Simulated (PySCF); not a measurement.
PySCF 2.14 output of an unrestricted PBE0 calculation on a single atom or ion in aug-cc-pCVTZ-DK with one added diffuse shell each of s, p, d, f type (9s8p6d4f, 91 functions), with the spin-free X2C one-electron Hamiltonian (Gaussian nucleus):

```
SCF conv_tol = 1e-09
number electrons alpha = 10  beta = 7
    C. Adamo and V. Barone.,  J. Chem. Phys. 110, 6158 (1999)
    M. Ernzerhof and G. E. Scuseria.,  J. Chem. Phys. 110, 5029 (1999)
cycle= 1 E= -460.624506417429  delta_E= -0.01  |g|= 0.0223  |ddm|= 0.308
cycle= 2 E= -460.624783921439  delta_E= -0.000278  |g|= 0.0108  |ddm|= 0.0742
cycle= 3 E= -460.62482682294  delta_E= -4.29e-05  |g|= 0.00231  |ddm|= 0.0229
cycle= 4 E= -460.624831916714  delta_E= -5.09e-06  |g|= 0.000489  |ddm|= 0.0104
cycle= 5 E= -460.624833128104  delta_E= -1.21e-06  |g|= 0.000164  |ddm|= 0.00431
cycle= 6 E= -460.62483348315  delta_E= -3.55e-07  |g|= 5.22e-05  |ddm|= 0.00242
cycle= 7 E= -460.624833519822  delta_E= -3.67e-08  |g|= 4.48e-06  |ddm|= 0.000926
cycle= 8 E= -460.624833519971  delta_E= -1.49e-10  |g|= 4.5e-07  |ddm|= 8.08e-05
converged SCF energy = -460.624833519971  <S^2> = 3.753437  2S+1 = 4.0017181
```

The run itself started from symmetry-adapted Hartree-Fock orbitals and held the occupation by maximum overlap, on a logarithmic radial grid, so the iterations belong to that start.

Task: Which element, charge and spin multiplicity is this?

Result: Cl (chlorine, neutral), multiplicity 4; the state was [Ne] 3s1 3p5 4s1, high-spin 4P determinant (an excited configuration).

The outer electron is Rydberg-like, and this basis confines it to a smaller radius and binds it less than a complete one would.
